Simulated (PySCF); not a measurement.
## Unknown compound

An unknown has the formula C6H11B. Its calculated NMR data are:

¹H NMR (400 MHz, computed): δ 1.63 (d, J = 2.5 Hz, 2H), 1.40 (t, J = 2.5 Hz, 1H), 0.72 (s, 6H), 0.65 (d, J = 1.2 Hz, 1H), 0.49 (d, J = 1.2 Hz, 1H).

¹³C{¹H} NMR (computed): δ 45.1 (CH), 34.5 (CH2), 12.9 (CH3), 5.8 (CH).

Theory: PBE0-D3(BJ)/def2-SVP structure, J: B3LYP/pcJ-1 (spin–dipole term only in couplings to heteroatoms), shielding tensors at PBE0/pcSseg-1 (GIAO), in PySCF 2.14 (non-relativistic, isolated molecule, averaged over atoms made equivalent by symmetry, fast rotation or ring inversion, a single conformation).

δ = σ(ref) − σ, references computed at the same level: ¹H (σ = 31.27 ppm), ¹³C (σ = 184.41 ppm) against TMS.

Choose the structure that fits.
A. C=C/C=C/B(C)C
B. C=CCBC1CC1
C. CB(C)[C@H]1[C@@H]2C[C@@H]21
D. B[C@@H]1C[C@@H]1C1CC1
E. C=C/C=C\B(C)C
F. B/C(=C\C)C(=C)C

Results:

C. 

1. 4 carbon signals for 6 carbons: some carbons are equivalent by symmetry or fast rotation.
2. Carbon types of the structure: 3 × CH, 1 × CH2, 2 × CH3, which accounts for all hydrogens.
3. δC 45.1, 34.5, 5.8: three-membered-ring carbon.
4. δC 12.9: methyl carbon bonded to B.
5. δH 1.63, 1.40, 0.65, 0.49: hydrogen on a three-membered-ring carbon.
6. δH 0.72: hydrogen on a methyl carbon bonded to B.

The others: B[C@@H]1C[C@@H]1C1CC1 would give 6 carbon signals, not 4; C=C/C=C\B(C)C would give 5 carbon signals, not 4; B/C(=C\C)C(=C)C would give 6 carbon signals, not 4; C=C/C=C/B(C)C would give 5 carbon signals, not 4; C=CCBC1CC1 would give 5 carbon signals, not 4.

A carbon bonded to boron is broadened by the quadrupolar boron nucleus and is often missing from a measured spectrum. Multiplet labels drop couplings under 1 Hz and merge nearly equal ones. Unscaled 3J(H,H) at this level run about 10 % above measured values. Shifts are as computed. Against solution values, carbons near 30 ppm lie about +2 ppm off and those near 130 ppm about +5 ppm. Of 1309 compounds with measured shifts, 239 miss one by over three times the rms of a fit or turn the order of signals round; such compounds aren't used in these exercises.
